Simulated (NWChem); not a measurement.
Molecule: C4H5Cl; SMILES CC=C=CCl

Results from NWChem. Each level has its own optimisation; frequencies are unscaled. Brackets give each atom's bonded neighbours.

```json
[
 {"level": "B3LYP/3-21G", "r C–C [C(CCH)–C(CHHH)] (Å)": "1.516", "r C–C [C(CC)–C(CCH)] (Å)": "1.307", "r C–H [C(CCH)–H(C)] (Å)": "1.090", "r C–C [C(CC)–C(CClH)] (Å)": "1.291", "highest harmonic frequency (cm⁻¹)": "3269", "lowest (cm⁻¹)": "114", "zero-point energy (kcal/mol)": "47.7", "dipole (D)": "3.11"},
 {"level": "Hartree-Fock/STO-3G", "r C–C [C(CCH)–C(CHHH)] (Å)": "1.525", "r C–C [C(CC)–C(CCH)] (Å)": "1.292", "r C–H [C(CCH)–H(C)] (Å)": "1.088", "r C–C [C(CC)–C(CClH)] (Å)": "1.285", "highest harmonic frequency (cm⁻¹)": "3761", "lowest (cm⁻¹)": "132", "zero-point energy (kcal/mol)": "56.1", "dipole (D)": "2.96"},
 {"level": "PBE-D3(BJ)/def2-SVP", "r C–C [C(CCH)–C(CHHH)] (Å)": "1.506", "r C–C [C(CC)–C(CCH)] (Å)": "(withheld)", "r C–H [C(CCH)–H(C)] (Å)": "(withheld)", "r C–C [C(CC)–C(CClH)] (Å)": "(withheld)", "highest harmonic frequency (cm⁻¹)": "(withheld)", "lowest (cm⁻¹)": "112", "zero-point energy (kcal/mol)": "(withheld)", "dipole (D)": "(withheld)"}
]
```

Problem. Some entries are withheld; supply them.

Solution. 
- PBE-D3(BJ)/def2-SVP, r C–C [C(CC)–C(CCH)] (Å): 1.321
- PBE-D3(BJ)/def2-SVP, r C–H [C(CCH)–H(C)] (Å): 1.109
- PBE-D3(BJ)/def2-SVP, r C–C [C(CC)–C(CClH)] (Å): 1.316
- PBE-D3(BJ)/def2-SVP, highest harmonic frequency (cm⁻¹): 3117
- PBE-D3(BJ)/def2-SVP, zero-point energy (kcal/mol): 45.8
- PBE-D3(BJ)/def2-SVP, dipole (D): 1.99
